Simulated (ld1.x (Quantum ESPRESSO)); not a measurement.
## Pt (Z = 78): variants of one ultrasoft potential

Base potential:

| Property | Result |
| --- | --- |
| Element | platinum |
| Generator | ld1.x (Quantum ESPRESSO) 7.5 |
| Type | ultrasoft |
| Functional | BLYP |
| Relativity | scalar-relativistic |
| Frozen core | [Xe] 4f14 |
| Valence charge | 10 |
| Reference configuration | 5d9.5 6s0.5 6p0 |
| Partial waves | 6s (bound): rcut 2.30, rcutus 2.45 bohr; 6s channel at 0.05 Ry: rcut 2.30, rcutus 2.45 bohr; 6p (bound, empty): rcut 3.55, rcutus 4.70 bohr; 6p channel at 1.55 Ry: rcut 3.55, rcutus 4.70 bohr; 5d (bound): rcut 1.25, rcutus 1.50 bohr; 5d channel at 3.7 Ry: rcut 1.25, rcutus 1.50 bohr |
| Local potential | all-electron potential smoothed inside 1.30 bohr (lloc = -2) |
| Core correction | none |
| Augmentation charge | PSQ, inside the norm-conserving radii |

All-electron outer shells of the reference configuration (BLYP, scalar-relativistic, ld1.x):

```csv
shell,level (eV),outermost node (bohr),outermost maximum (bohr)
4f,-68.72,–,0.38
5p,-54.78,0.53,0.98
6s,-5.29,1.14,2.41
5d,-5.19,0.57,1.28
6p,-0.75,1.37,3.88
```

Cutoffs, loose and tight: the cutoffs (Ry, on a coarse ladder) from which the occupation-weighted sum of valence levels, in a spherical-Bessel basis at the reference potential, stays within 10 and 1 mRy of its value at 400 Ry. They do not see the model core or the augmentation charge, which bear on the density cutoff. Test errors are all-electron minus pseudo excitation energies from the reference, over the configurations 5d9 6s1 6p0; 5d9 6s0 6p0; 5d8 6s0 6p0; 5d7 6s0 6p0; 5d8 6s1 6p0; 5d9 6s0 6p1; 5d6 6s0 6p0. A dash means not determined; rows that change the core or the reference have their own tests. The largest error is taken over the tests solved by every variant that gives reliable tests at all: 5d6 6s0 6p0; 5d7 6s0 6p0; 5d8 6s0 6p0; 5d8 6s1 6p0; 5d9 6s0 6p0; 5d9 6s1 6p0.

A true bound ghost makes a file unfit for plane-wave use even where its test errors are small: the radial tests pick states by their node count and pass the ghost by. Where a test does run into it, the solver fails or the error is huge.

Cutoffs are not given where the Bessel-basis levels miss the radial ones by over 6 mRy, ghosts where they miss by over 20 mRy; a channel whose overlap is not positive is not tested.

A file whose overlap is not positive is unfit for use, and its test errors describe a broken file.

```tsv
change	outcome	cutoff, loose	cutoff, tight	bound ghosts	largest test error (meV)
base	generated	50 Ry	80 Ry	s	-203
functional PBE	generated	50 Ry	80 Ry	s	-304
core correction a·sin(br)/r model core inside 0.66 bohr	generated	50 Ry	80 Ry	s	-738
local potential all-electron potential smoothed inside 4.62 bohr (lloc = -2)	generated, overlap not positive	–	–	not determined (overlap not positive)	-442
wave 6s channel at 0.05 Ry: rcut 2.30, rcutus 2.45 bohr becomes 6s channel at 2.07 Ry: rcut 2.30, rcutus 2.45 bohr	generated	50 Ry	80 Ry	s	-203
waves 6p (bound): rcut 3.18, rcutus 3.38 bohr; 6p channel at 1.55 Ry: rcut 3.18, rcutus 3.38 bohr	generated	50 Ry	90 Ry	s, p	-203
waves 6s (bound): rcut 2.30, rcutus 2.66 bohr; 6s channel at 0.05 Ry: rcut 2.30, rcutus 2.66 bohr	generated	50 Ry	80 Ry	s	-186
all radii scaled by about 1.39 (s 3.42, p 6.54, d 2.08 bohr, rcut 3.20/4.94/1.74); local potential all-electron potential smoothed inside 1.82 bohr (lloc = -2)	failed: compute_chi: phi_in too large before r_c	–	–	–	–
waves 5d (bound): rcut 1.25, rcutus 1.88 bohr; 5d channel at 3.7 Ry: rcut 1.25, rcutus 1.88 bohr	failed: chargeps: negative rho	–	–	–	–
fully relativistic	generated	50 Ry	80 Ry	s, p3/2	-192
```

(1) What comes out with this change to the base: local potential all-electron potential smoothed inside 1.15 bohr (lloc = -2)?

Answers

(1) outcome: generated; cutoff, loose: 50 Ry; cutoff, tight: 80 Ry; bound ghosts: s, p; largest test error (meV): -203.
